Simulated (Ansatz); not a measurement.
Basis sets compared for Ga(IMe)F3 (C₅H₈F₃GaN₂). Charge 0, multiplicity 1. Geometry PBE-D4/def2-SVP. Ansatz on 4 threads of AMD EPYC 9R45 on a shared host; times are rough, and most runs start from earlier orbitals.

```xyz
19

Ga    1.7099    1.1552   -0.9191
C     0.1665    0.1101   -0.0969
N     0.2028   -1.1574    0.3883
C     1.3954   -2.0036    0.3669
C    -1.0338   -1.5131    0.8987
C    -1.8609   -0.4304    0.7181
N    -1.1018    0.5509    0.1040
C    -1.5725    1.8812   -0.2797
H     1.8594   -2.0362    1.3725
H     1.1144   -3.0278    0.0573
H     2.1059   -1.5705   -0.3670
H    -1.2288   -2.4981    1.3335
H    -2.9173   -0.2878    0.9651
H    -0.8547    2.2960   -1.0170
H    -2.5753    1.7980   -0.7390
H    -1.6271    2.5392    0.6099
F     0.9036    2.2692   -2.0844
F     2.7396   -0.1172   -1.6739
F     2.5747    2.0424    0.3628
```

Binding counts from free atoms (Ga doublet, C triplet, N quartet, H doublet, F doublet) in the same basis, without a counterpoise term.

```csv
level,functions,energy (Eh),HOMO (eV),LUMO (eV),binding per atom (eV),wall time
PBE-D4/def2-SVP,212,-2527.7565,-6.99,-1.86,4.57,1.2 s
PBE0-D4/def2-SVP,212,-2527.8191,-8.19,-0.96,4.44,1.9 s
```

Task: Estimate the rows for PBE-D4/def2-TZVP, PBE0-D4/def2-TZVP (with forces).

Result: 
```json
{"level": "PBE-D4/def2-TZVP", "functions": "406", "energy (Eh)": "-2528.7033", "HOMO (eV)": "-7.10", "LUMO (eV)": "-2.00", "binding per atom (eV)": "4.50", "wall time": "2.5 s"}
{"level": "PBE0-D4/def2-TZVP (with forces)", "functions": "406", "energy (Eh)": "-2528.7590", "HOMO (eV)": "-8.19", "LUMO (eV)": "-1.06", "binding per atom (eV)": "4.38", "wall time": "8.5 s"}
```
